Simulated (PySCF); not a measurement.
Molfile (atoms numbered from 1):
```
C3H3ClF2O
     RDKit          3D

 10 10  0  0  0  0  0  0  0  0999 V2000
   -1.8339   -0.9072   -1.0385 F   0  0  0  0  0  0  0  0  0  0  0  0
   -1.1677    0.0219   -0.3452 C   0  0  0  0  0  0  0  0  0  0  0  0
   -1.4213    1.2041   -0.9201 F   0  0  0  0  0  0  0  0  0  0  0  0
   -1.7838    0.0387    1.3154 Cl  0  0  0  0  0  0  0  0  0  0  0  0
    0.3168   -0.2517   -0.4202 C   0  0  1  0  0  0  0  0  0  0  0  0
    1.2573    0.2063    0.5968 C   0  0  0  0  0  0  0  0  0  0  0  0
    0.8668   -1.1480    0.4935 O   0  0  0  0  0  0  0  0  0  0  0  0
    0.6403   -0.3522   -1.4667 H   0  0  0  0  0  0  0  0  0  0  0  0
    2.2876    0.4315    0.2963 H   0  0  0  0  0  0  0  0  0  0  0  0
    0.8800    0.7382    1.4776 H   0  0  0  0  0  0  0  0  0  0  0  0
  1  2  1  0
  2  3  1  0
  2  4  1  0
  2  5  1  0
  5  6  1  0
  6  7  1  0
  7  5  1  0
  5  8  1  6
  6  9  1  0
  6 10  1  0
M  END
```

Geometry: PBE0-D3(BJ)/def2-SVP; GIAO absolute shieldings from PySCF 2.14, gas phase, non-relativistic, averaged over equivalent atoms.

At B3LYP/pcSseg-1 (141 basis functions, 10 s wall time on 1 thread of an Arm Neoverse V1, shared host):
```json
{"atoms": "F1", "σ (ppm)": "232.8"}
{"atoms": "F3", "σ (ppm)": "241.0"}
{"atoms": "C2", "σ (ppm)": "37.9"}
{"atoms": "C5", "σ (ppm)": "127.0"}
{"atoms": "C6", "σ (ppm)": "136.6"}
{"atoms": "Cl4", "σ (ppm)": "643.5"}
{"atoms": "O7", "σ (ppm)": "303.3"}
{"atoms": "H8", "σ (ppm)": "28.49"}
{"atoms": "H10", "σ (ppm)": "28.66"}
{"atoms": "H9", "σ (ppm)": "28.80"}
```

**Question.** What do these become at PBE0/6-311+G(2d,p)?

**Answer.** 
```csv
atoms,"σ at PBE0/6-311+G(2d,p)",change
F1,236.1,+3.3
F3,242.4,+1.4
C2,49.7,+11.8
C5,134.8,+7.8
C6,144.2,+7.6
Cl4,661.3,+17.8
O7,309.3,+6.0
H8,28.38,-0.11
H10,28.73,+0.07
H9,28.93,+0.13
```

The largest change is at Cl4 (chlorine bonded to C). Cost: 215 basis functions, 23 s wall time on 1 thread of an Arm Neoverse V1, shared host. The order of the carbon signals is the same at both levels.

Carbons that carry Cl, above all several Cl atoms, come out too deshielded, partly because spin–orbit coupling is missing.
